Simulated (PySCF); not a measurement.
C4H5BF2, SMILES FB1C(=C)C[C@H]1F.

Coordinates come from a PBE0-D3(BJ)/def2-SVP optimisation. The structure was generated by enumeration; whether it is a known compound was not checked.

Method: PySCF 2.14.0 with PBE0-D3(BJ)/def2-SVP.

Harmonic, unscaled wavenumbers; measured fundamentals usually lie a few per cent lower.

```json
[
 {"mode": "1", "ν (cm⁻¹)": "82", "IR (km/mol)": "0.1", "moving atoms (share of kinetic energy)": "C 48 %, F 28 %, H 24 %"},
 {"mode": "2", "ν (cm⁻¹)": "164", "IR (km/mol)": "2.7", "moving atoms (share of kinetic energy)": "F 66 %, C 14 %, B 13 %"},
 {"mode": "3", "ν (cm⁻¹)": "230", "IR (km/mol)": "0.8", "moving atoms (share of kinetic energy)": "C 38 %, F 35 %, H 19 %, B 8 %"},
 {"mode": "4", "ν (cm⁻¹)": "250", "IR (km/mol)": "1.0", "moving atoms (share of kinetic energy)": "C 47 %, F 24 %, H 23 %"},
 {"mode": "5", "ν (cm⁻¹)": "336", "IR (km/mol)": "9.8", "moving atoms (share of kinetic energy)": "C 48 %, F 31 %, H 15 %"},
 {"mode": "6", "ν (cm⁻¹)": "492", "IR (km/mol)": "6.5", "moving atoms (share of kinetic energy)": "C 41 %, H 36 %, F 16 %"},
 {"mode": "7", "ν (cm⁻¹)": "544", "IR (km/mol)": "1.6", "moving atoms (share of kinetic energy)": "C 58 %, F 28 %, H 10 %"},
 {"mode": "8", "ν (cm⁻¹)": "597", "IR (km/mol)": "9.9", "moving atoms (share of kinetic energy)": "H 65 %, C 16 %, B 15 %"},
 {"mode": "9", "ν (cm⁻¹)": "660", "IR (km/mol)": "6.8", "moving atoms (share of kinetic energy)": "F 35 %, C 29 %, H 27 %, B 10 %"},
 {"mode": "10", "ν (cm⁻¹)": "750", "IR (km/mol)": "7.7", "moving atoms (share of kinetic energy)": "H 41 %, B 29 %, C 22 %"},
 {"mode": "11", "ν (cm⁻¹)": "864", "IR (km/mol)": "14.0", "moving atoms (share of kinetic energy)": "C 46 %, H 39 %, B 9 %"},
 {"mode": "12", "ν (cm⁻¹)": "916", "IR (km/mol)": "18.9", "moving atoms (share of kinetic energy)": "H 50 %, C 40 %, B 9 %"},
 {"mode": "13", "ν (cm⁻¹)": "971", "IR (km/mol)": "125.7", "moving atoms (share of kinetic energy)": "B 47 %, H 29 %, C 20 %"},
 {"mode": "14", "ν (cm⁻¹)": "982", "IR (km/mol)": "20.9", "moving atoms (share of kinetic energy)": "H 70 %, C 27 %"},
 {"mode": "15", "ν (cm⁻¹)": "1015", "IR (km/mol)": "16.4", "moving atoms (share of kinetic energy)": "C 68 %, H 28 %"},
 {"mode": "16", "ν (cm⁻¹)": "1076", "IR (km/mol)": "23.3", "moving atoms (share of kinetic energy)": "H 66 %, C 31 %"},
 {"mode": "17", "ν (cm⁻¹)": "1156", "IR (km/mol)": "4.5", "moving atoms (share of kinetic energy)": "H 55 %, C 34 %"},
 {"mode": "18", "ν (cm⁻¹)": "1177", "IR (km/mol)": "68.9", "moving atoms (share of kinetic energy)": "C 52 %, H 36 %, F 10 %"},
 {"mode": "19", "ν (cm⁻¹)": "1208", "IR (km/mol)": "7.3", "moving atoms (share of kinetic energy)": "H 48 %, C 43 %"},
 {"mode": "20", "ν (cm⁻¹)": "1245", "IR (km/mol)": "2.8", "moving atoms (share of kinetic energy)": "H 68 %, C 24 %"},
 {"mode": "21", "ν (cm⁻¹)": "1361", "IR (km/mol)": "33.1", "moving atoms (share of kinetic energy)": "H 52 %, C 33 %, B 11 %"},
 {"mode": "22", "ν (cm⁻¹)": "1425", "IR (km/mol)": "15.6", "moving atoms (share of kinetic energy)": "H 78 %, C 15 %"},
 {"mode": "23", "ν (cm⁻¹)": "1427", "IR (km/mol)": "7.1", "moving atoms (share of kinetic energy)": "H 88 %, C 10 %"},
 {"mode": "24", "ν (cm⁻¹)": "1499", "IR (km/mol)": "343.7", "moving atoms (share of kinetic energy)": "B 59 %, F 15 %, C 13 %, H 13 %"},
 {"mode": "25", "ν (cm⁻¹)": "1760", "IR (km/mol)": "71.3", "moving atoms (share of kinetic energy)": "C 92 %"},
 {"mode": "26", "ν (cm⁻¹)": "3043", "IR (km/mol)": "15.8", "moving atoms (share of kinetic energy)": "H 92 %"},
 {"mode": "27", "ν (cm⁻¹)": "3059", "IR (km/mol)": "8.0", "moving atoms (share of kinetic energy)": "H 95 %"},
 {"mode": "28", "ν (cm⁻¹)": "3128", "IR (km/mol)": "10.1", "moving atoms (share of kinetic energy)": "H 90 %, C 10 %"},
 {"mode": "29", "ν (cm⁻¹)": "3146", "IR (km/mol)": "9.9", "moving atoms (share of kinetic energy)": "H 94 %"},
 {"mode": "30", "ν (cm⁻¹)": "3248", "IR (km/mol)": "2.9", "moving atoms (share of kinetic energy)": "H 89 %, C 11 %"}
]
```
